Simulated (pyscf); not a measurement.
## `[SH][InH2]`, singlet

Gas-phase minimum from PySCF at ωB97X-D3(BJ)/def2-SVP, one conformer. 

SMILES: [SH][InH2]
```xyz
5

S      1.2641     0.9548     0.8412
In     0.1889    -0.0352    -1.0509
H      0.1196     1.3592     1.4253
H     -1.5246     0.0572    -1.0922
H      1.2548    -0.7462    -2.1896
```

Bond lengths (Å): S1–In2 2.391, S1–H3 1.347, In2–H4 1.717, In2–H5 1.714. Angles (°): In2–S1–H3 94.9, S1–In2–H4 116.5, S1–In2–H5 114.7, H4–In2–H5 128.8.

Properties at ωB97X-D3(BJ)/def2-SVP:

```json
{
 "harmonic_wavenumbers_unscaled": "339, 367, 370, 534, 608, 689, 1859, 1871, 2763 cm⁻¹",
 "zero_point_energy": "13.4 kcal/mol",
 "rotational_symmetry_number": "1",
 "Entropy of this conformer at 298 K and 1 atm, rigid rotor and harmonic oscillator, modes under 100 cm⁻¹ raised to 100": "289.2 J/(mol K)",
 "dipole_moment": "1.74 D"
}
```

Single-point totals, which compare only within one level (frozen core for MP2 and CC):

```json
[
 {"level": "ωB97X-D3(BJ)/def2-TZVP", "total energy (hartree)": "-590.24358"},
 {"level": "PBE/def2-TZVP", "total energy (hartree)": "-589.97480"},
 {"level": "r²SCAN/def2-TZVP", "total energy (hartree)": "-590.19385"},
 {"level": "B3LYP-D3(BJ)/def2-TZVP", "total energy (hartree)": "-590.24782"},
 {"level": "PBE0-D3(BJ)/def2-TZVP", "total energy (hartree)": "-590.01241"},
 {"level": "M06-2X/def2-TZVP", "total energy (hartree)": "-590.05448"},
 {"level": "ωB97M-D3(BJ)/def2-TZVP", "total energy (hartree)": "-590.22797"},
 {"level": "HF/def2-TZVPP", "total energy (hartree)": "-588.51420"},
 {"level": "MP2/def2-TZVPP", "total energy (hartree)": "-588.98760"},
 {"level": "CCSD/def2-TZVPP", "total energy (hartree)": "-589.01141"},
 {"level": "CCSD(T)/def2-TZVPP", "total energy (hartree)": "-589.02870"}
]
```

The CCSD(T) − MP2 part came from Ansatz, without density fitting, on the same reference. The frozen core leaves the outer d or s,p core shells of the metals and heavy elements correlated in the MP2 and CC values, and def2-TZVPP describes them poorly, so these totals are far from the basis limit. Elements past Kr carry the def2 core potentials, without spin-orbit coupling.
